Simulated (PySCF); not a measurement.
Does the structure fit the spectrum?

A compound C$_{5}$H$_{6}$F$_{3}$NO gives the data below (simulated from a calculation) and was assigned the structure `C=N/C(=C/C(F)(F)F)OC`.

$^{13}$C{$^{1}$H} NMR (computed): δ 159.5 (C), 130.3 (C), 115.2 (CH), 57.1 (CH2), 56.6 (CH2).

$^{1}$H NMR (400 MHz, computed): δ 5.60 (t, 1H), 4.00 (m, 2H), 3.90 (s, 2H), 1.12 (br s, 1H).

- geometry from GFN2-xTB
- PBE0/pcSseg-1 with gauge-including orbitals
- program: PySCF
- one conformer, rapidly exchanging positions averaged, no solvent, relativity neglected

References, each an isolated molecule treated in the same way: $^{1}$H (σ = 31.72 ppm) and $^{13}$C (σ = 186.93 ppm) vs TMS.

(1) Compare with the shifts computed for the proposed structure, pairing carbons in order of shift.

(2) Which isomer fits?

## Answers

(1) Numbering as in the mapped SMILES `[CH2:1]=[N:2]/[C:3](=[CH:4]/[C:5]([F:6])([F:7])[F:8])[O:9][CH3:10]` (H(Xn): hydrogen on atom n).

```
atom  computed for proposal  given list  difference
  C3                  172.8       159.5       +13.3
  C1                  157.1       130.3       +26.8
  C5                  133.4       115.2       +18.2
  C4                   83.9        57.1       +26.8
 C10                   56.1        56.6        -0.5
```

The rms difference is 19.7 ppm and the largest +26.8 ppm at C4 (β carbon of an enol-ether or enamine type C=C). The carbon types in order of shift don't match either: C, CH2, C, CH, CH3 for the proposal against C, C, CH, CH2, CH2 in the data. The proposal doesn't fit.

(2) SMILES FC(F)(F)OC1=CCNC1.

1. Carbon types of the structure: 2 × C, 1 × CH, 2 × CH2, leaving 1 H on heteroatoms.
2. δC 159.5: alkene carbon bearing oxygen; an sp2 carbon further deshielded by the attached heteroatom.
3. δC 130.3: CF3 carbon; 4 electronegative neighbours deshield it.
4. δC 115.2: β carbon of an enol-ether or enamine type C=C.
5. δC 57.1, 56.6: allylic sp3 CH2 bonded to N; deshielded by the electronegative neighbour.

Other isomers checked: C/C=N/C=C/OC(F)(F)F (rms 37.6 ppm).

The data come from this structure; uniqueness wasn't tested.

The OH or NH signal is concentration- and solvent-dependent in practice; the value given is the gas-phase one. Splittings by $^{19}$F in the carbon and heteronuclear signals aren't shown, as no couplings were computed. Shifts are as computed. Against solution values, carbons near 30 ppm lie about +3 ppm off and those near 130 ppm about +5 ppm. Of 1211 compounds with measured shifts, 218 miss one by over three times the rms of a fit or turn the order of signals round; such compounds aren't used in these exercises. No couplings were computed; multiplicities are counted from neighbouring protons, with m where these are inequivalent, close in shift, in a saturated or five-membered ring or joined by F or P, and br s for small geminal =CH2 splittings.
